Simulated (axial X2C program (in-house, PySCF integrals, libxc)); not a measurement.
Worked dissociation energy of HfS⁻: PBE0, without spin–orbit coupling

Calculated with an in-house relativistic program for diatomic molecules. Spin-free means the one-electron spin-free X2C Hamiltonian. Basis: Hf dyall-acv3z [14s15p10d7f4g], S dyall-av3z [9s8p3d2f] (cores contracted in-house); Gaussian nuclei, density fitting, unrestricted open shells. Masses: Hf 179.947 u, S 31.972 u.

Molecular state: M_S = 1/2, Λ = 2 (beyond evenly filled blocks: δ+α).

* E(Hf) (2M_S = 2, M_L = 0): -15078.521570 hartree
* E(S-) (2M_S = 1, M_L = 0): -399.153652 hartree
* E(HfS⁻) at Re: -15477.860152 hartree
* ωe: 457.3 cm⁻¹
* ωexe: 1.05 cm⁻¹

Task: Work out De and D0.

Result: De = -15078.521570 + (-399.153652) − (-15477.860152) = 0.18493 hartree = 5.032 eV. The zero-point energy is ωe/2 − ωexe/4 = 228 cm⁻¹ = 0.028 eV, so D0 = 5.004 eV.

The state is one determinant whose occupation by symmetry is held fixed; it was picked as the lowest of a PBE0 search that is not exhaustive. De is counted from the lowest determinant-based energies of the atoms at the same level, without counterpoise correction. Other states lie close and PBE0, whose exact exchange favours high spin, may order them wrongly; the determinant shown need not be the ground state. The nearest other spin-free determinant of the search, M_S = 1/2, Λ = 1, lies 0.23 eV up at the distance of the search. The functionals have no current-density term, which raises determinants with orbital currents, atoms included. The highest occupied level of some functionals is positive through self-interaction error; at Hartree–Fock it is bound. The determinant is spin-polarised beyond a pure state at some levels (its spin-free form has ⟨S²⟩ too high), which makes Re and μ there less reliable.

Each atomic determinant is the lowest at this level and need not be a pure term. Totals compare only within one Hamiltonian and basis.
